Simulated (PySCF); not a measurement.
Species: C5H11PSeSi.
SMILES with atom numbers: `[CH3:1][P@@:2]1(=[Se:3])[CH2:4][CH2:5][CH:6]=[C:7]1[SiH3:8]` (hydrogens: H9, H10, H11 on C1; H12, H13 on C4; H14, H15 on C5; H16 on C6; H17, H18, H19 on Si8)

Method used: PBE0-D3(BJ)/def2-SVP geometry optimisation, gas phase (PySCF).

Q: What internal coordinates does the optimisation give?

A: 
```tsv
bond	length (Å)
C1–P2	1.824
P2=Se3	2.096
P2–C4	1.846
C4–C5	1.532
C5–C6	1.506
C6=C7	1.345
C7–Si8	1.872
P2–C7	1.820
C1–H9, C1–H10, C1–H11	1.100
C4–H12	1.099
C4–H13	1.100
C5–H14	1.106
C5–H15	1.102
C6–H16	1.097
Si8–H17, Si8–H18, Si8–H19	1.493
```

Bonds in one row agree within 0.01 Å and their mean is given. A selection of angles:
```tsv
angle	degrees
P2–C1–H9	111.1
P2–C1–H10	108.5
H9–C1–H10	110.5
H10–C1–H11	108.5
C1–P2–Se3	113.8
C1–P2–C4	106.1
C1–P2–C7	104.9
Se3–P2–C4	118.8
Se3–P2–C7	117.4
C4–P2–C7	93.3
P2–C4–C5	106.1
P2–C4–H12	111.4
P2–C4–H13	105.2
C5–C4–H12	114.4
C5–C4–H13	111.4
H12–C4–H13	107.9
C4–C5–C6	108.3
C4–C5–H14	111.5
C4–C5–H15	111.8
C6–C5–H14	109.0
C6–C5–H15	110.8
H14–C5–H15	105.5
C5–C6–C7	118.6
C5–C6–H16	119.0
C7–C6–H16	122.4
C6–C7–Si8	127.5
P2–C7–C6	109.7
P2–C7–Si8	122.8
C7–Si8–H17	111.0
C7–Si8–H18	109.6
C7–Si8–H19	108.1
H17–Si8–H18	109.3
```

Dihedral angles: C1–P2–C4–C5 89° (synclinal); P2–C4–C5–C6 20° (synperiplanar); C4–C5–C6–C7 -14° (synperiplanar); C5–C6–C7–Si8 178° (antiperiplanar); C1–P2–C7–C6 -97° (anticlinal).

The C–P distances run from 1.820 Å (P2–C7, drawn single) to 1.846 Å (P2–C4, drawn single), a spread of 0.026 Å. Si8 (SiH3 silicon) is tetrahedral (angles from 108.1° to 111.0°). The C–C distances run from 1.345 Å (C6=C7, drawn double) to 1.532 Å (C4–C5, drawn single), a spread of 0.187 Å. P2 (phosphorus bonded to 3 C and Se) has angles from 93.3° to 118.8°. The 5-membered ring P2–C4–C5–C6–C7 has internal angles of 93.3° to 118.6° (sum 536°, against 540° for a flat polygon); it is puckered, 0.10 Å rms from its mean plane, widest ring torsion 20°.

Point group: C1 (no symmetry element, even within 0.4 Å). Stationary, but not proved a minimum. The numbers are those of one conformer.
